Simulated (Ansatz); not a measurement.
Stepwise reaction of `O[SiH](Cl)O[Si](F)(F)Cl` with hydrogen, as a gas-phase model of exchange steps in deposition or etching. ΔE in kJ/mol.

Computed with Ansatz on PBE0-D4/def2-TZVP structures; ΔE is electronic, products minus reactants. CCSD(T)/CBS is the MP2 limit (def2-TZVPP, def2-QZVPP) plus CCSD(T) − MP2 in def2-TZVPP, frozen cores. This one scheme is used for every species. Functionals use def2-TZVPP. B3LYP here is the variant with VWN-RPA as its local correlation; programs differ in this. Each species was taken in one conformer, which may not be the lowest.

```json
{"step": "1", "reaction": "`O[SiH](Cl)O[Si](F)(F)Cl` + H₂ → `O[Si@@H](Cl)O[Si@H](F)Cl` + H–F", "PBE-D4": "113.2", "B3LYP-D4": "122.5", "ωB97M-V": "122.7", "CCSD(T)/CBS": "120.0"}
```

Task: Give the row of step 2, `O[Si@@H](Cl)O[Si@H](F)Cl` + H₂ → `O[SiH](Cl)O[SiH2]Cl` + H–F. (Estimate.)

Result: The calculation gave: 
```csv
step,reaction,PBE-D4,B3LYP-D4,ωB97M-V,CCSD(T)/CBS
2,`O[Si@@H](Cl)O[Si@H](F)Cl` + H₂ → `O[SiH](Cl)O[SiH2]Cl` + H–F,127.6,135.7,136.1,132.1
```

Task: By hand: ΔE of the 2 steps together at CCSD(T)/CBS.

Result: (120.0) + (132.1) = 252.1 kJ/mol, or 126.0 kJ/mol a step.

In ΔE each step is higher than the one before. All are uphill at CCSD(T)/CBS. PBE-D4 differs from CCSD(T)/CBS by -6.8 to -4.5 kJ/mol a step. Isolated molecules leave out the surface, adducts and barriers. Largest T1 diagnostic: 0.011.
